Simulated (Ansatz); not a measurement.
Start from `[CH3][SnH2][CH2][SiH3]` and change one atom or group to get `[SiH3][CH2][SnH2][SH]`.

Ansatz, PBE0-D4/def2-TZVP geometries, multiplicity 1. Each molecule was computed in one conformer, which needn't be the lowest.

Elements past krypton have def2 core potentials.

```csv
property,`[CH3][SnH2][CH2][SiH3]`
size of the dipole moment (ωB97M-V/def2-TZVPP) / D,0.81
HOMO energy (ωB97M-V/def2-TZVPP) / eV,-10.14
HOMO energy (PBE0/def2-TZVPP) / eV,-8.01
HOMO energy (B3LYP/def2-TZVPP) / eV,-7.79
size of the dipole moment (PBE/def2-TZVPP) / D,0.83
HOMO–LUMO gap (PBE/def2-TZVPP) / eV,6.30
```

(1) Give the same properties after the change, and the shifts. (Best estimate.)

## Answers

(1) The calculation gave: 
| property | `[SiH3][CH2][SnH2][SH]` | shift |
| --- | --- | --- |
| size of the dipole moment (ωB97M-V/def2-TZVPP) / D | 2.20 | 1.39 |
| HOMO energy (ωB97M-V/def2-TZVPP) / eV | -9.37 | 0.77 |
| HOMO energy (PBE0/def2-TZVPP) / eV | -7.19 | 0.82 |
| HOMO energy (B3LYP/def2-TZVPP) / eV | -6.94 | 0.85 |
| size of the dipole moment (PBE/def2-TZVPP) / D | 2.12 | 1.29 |
| HOMO–LUMO gap (PBE/def2-TZVPP) / eV | 4.75 | -1.55 |

With PBE0 the HOMO rises by 0.82 eV and the LUMO falls by 0.57 eV, so the gap narrows by about 1.39 eV. PBE moves the HOMO by 0.88 eV and ωB97M-V by 0.77 eV. Dipoles are sizes alone; their direction can turn.

B3LYP here is the variant with VWN-RPA as its local correlation; programs differ in this.
